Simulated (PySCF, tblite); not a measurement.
Isomers of C6H10O3. Computed with GFN2-xTB (tblite): harmonic, unscaled wavenumbers at the GFN2-xTB geometry, gas phase. The method is semi-empirical: single wavenumbers can be off by several per cent or more. One conformer each.

Electronic energies: PBE0/pcSseg-1 single points on the GFN2-xTB geometries (PySCF, gas phase).

```
                  SMILES  electronic energy, lowest = 0 (kJ/mol)
CC[C@@H]1O[C@@H](OC)C1=O                                    69.8
           C=COC(=O)CCOC                                    19.5
         C/C(=C\COC=O)CO                                     0.0
```

**Question.** How do GFN2-xTB zero-point energies change the relative energies?

**Answer.** 
```csv
SMILES,ZPE (kJ/mol),of it from modes above 1550 cm⁻¹,electronic (kJ/mol),"with ZPE, lowest = 0 (kJ/mol)",lowest mode (cm⁻¹),rings
C/C(=C\COC=O)CO,398.8,202.0,0.0,0.0,27,0
C=COC(=O)CCOC,395.6,199.8,19.5,16.2,24,0
CC[C@@H]1O[C@@H](OC)C1=O,400.6,189.2,69.8,71.6,46,1
```

The zero-point energies span 5.0 kJ/mol, from `C=COC(=O)CCOC` to `CC[C@@H]1O[C@@H](OC)C1=O`. The order is unchanged.

**Question.** And how do the electronic energies of GFN2-xTB itself compare?

**Answer.** `C/C(=C\COC=O)CO` 1.2; `C=COC(=O)CCOC` 0.0; `CC[C@@H]1O[C@@H](OC)C1=O` 24.9 kJ/mol, lowest = 0. Against the energies above, taken from the same isomer `C/C(=C\COC=O)CO`, the largest difference is 46.1 kJ/mol.
